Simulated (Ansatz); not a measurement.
Computed with frozen-core CCSD(T)/cc-pVTZ // PBE0-D3(BJ)/def2-TZVP run with Ansatz (a first-principles code).

Ansatz 0.2 input:
```yaml
crystal:
  periodic: [false, false, false]
  atoms:
    - { symbol: B, position_ang: [-1.372528, 1.109117, 0.090413] }
    - { symbol: C, position_ang: [-0.659359, -0.081254, 0.180665] }
    - { symbol: N, position_ang: [0.652506, -0.403704, 0.104642] }
    - { symbol: B, position_ang: [1.847018, -0.72413, 0.039034] }
    - { symbol: H, position_ang: [-2.087577, 2.038679, 0.034208] }
    - { symbol: H, position_ang: [-1.357485, -0.915751, 0.351591] }
    - { symbol: H, position_ang: [2.977425, -1.022955, -0.023589] }
basis:
  gaussian: { orbitals: cc-pVTZ }
correlation:
  method: ccsd_t
```

Output:

```
Functional definition: HF
946 factors; integrals over basis functions are off by at most 1.2e-3 eV
mean field evaluation 1: about -3897.6200 eV, gradient 4.1e1 eV
mean field evaluation 2: about -3897.6235 eV, gradient 4.1e1 eV
mean field evaluation 4: about -3901.9977 eV, gradient 4.6e0 eV
mean field evaluation 8: about -3902.0888 eV, gradient 1.7e-1 eV
mean field evaluation 16: about -3902.0777 eV, gradient 9.5e-1 eV
mean field -3902.08913711 eV, -143.3991308576 hartree, gradient 4.7e-6 eV, S^2 0.000000; 0 other end points of the search recorded, 0 dependent functions left out
4 core orbitals not correlated
reference -3902.08913711 eV, -143.3991308576 hartree; 9, 9 occupied and 149, 149 virtual orbitals, 946 factors
second order -14.70416996 eV of doubles, -0.00000000 eV of singles
cycle   1  -14.77625406 eV  change   -7.2e-2 eV  update   1.0e-1
cycle   2  -15.23157974 eV  change   -4.6e-1 eV  update   3.3e-2
cycle   3  -15.35027090 eV  change   -1.2e-1 eV  update   1.8e-2
cycle   4  -15.33918032 eV  change    1.1e-2 eV  update   4.6e-3
cycle   5  -15.33961726 eV  change   -4.4e-4 eV  update   2.2e-3
cycle   6  -15.34002528 eV  change   -4.1e-4 eV  update   6.0e-4
cycle   7  -15.33971792 eV  change    3.1e-4 eV  update   3.0e-4
cycle   8  -15.33968682 eV  change    3.1e-5 eV  update   1.2e-4
cycle   9  -15.33970299 eV  change   -1.6e-5 eV  update   4.8e-5
cycle  10  -15.33967071 eV  change    3.2e-5 eV  update   1.7e-5
cycle  11  -15.33967815 eV  change   -7.4e-6 eV  update   6.9e-6
perturbative correction -0.76351122 eV, -0.0280585198 hartree
Total energy: -3918.19232648 eV, -143.9909121519 hartree
```

Cost: roughly 26 core-seconds.
